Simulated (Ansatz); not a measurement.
Isomers of Cl2FH3OSi2, relaxed with PBE0-D4/def2-TZVP in Ansatz; electronic energies, one conformer each and not always the lowest. Functionals use def2-TZVPP; CBS adds triple-zeta CCSD(T) − MP2 to the MP2 limit of def2-TZVPP and def2-QZVPP.

Question: Order them by energy at frozen-core CCSD(T)/CBS, lowest first. (Estimate.)
A. `F[Si](Cl)(Cl)O[SiH3]`
B. `F[SiH](Cl)O[SiH2]Cl`
C. `O[Si@H](Cl)[Si@H](F)Cl`

Answer: B (0.0 kJ/mol), A (12.2 kJ/mol), C (149.8 kJ/mol).

Question: How do B3LYP, B3LYP-D4, PBE-D4, HF/CBS(def2) place them (kJ/mol, against `F[SiH](Cl)O[SiH2]Cl`)? (An estimate is asked.)

Answer: Computed: 
| isomer | B3LYP | B3LYP-D4 | PBE-D4 | HF/CBS(def2) |
| --- | --- | --- | --- | --- |
| `O[Si@H](Cl)[Si@H](F)Cl` | 145.4 | 143.9 | 117.1 | 180.6 |
| `F[Si](Cl)(Cl)O[SiH3]` | 13.2 | 10.8 | 10.8 | 13.4 |

B3LYP here is the variant with VWN-RPA as its local correlation; programs differ in this.
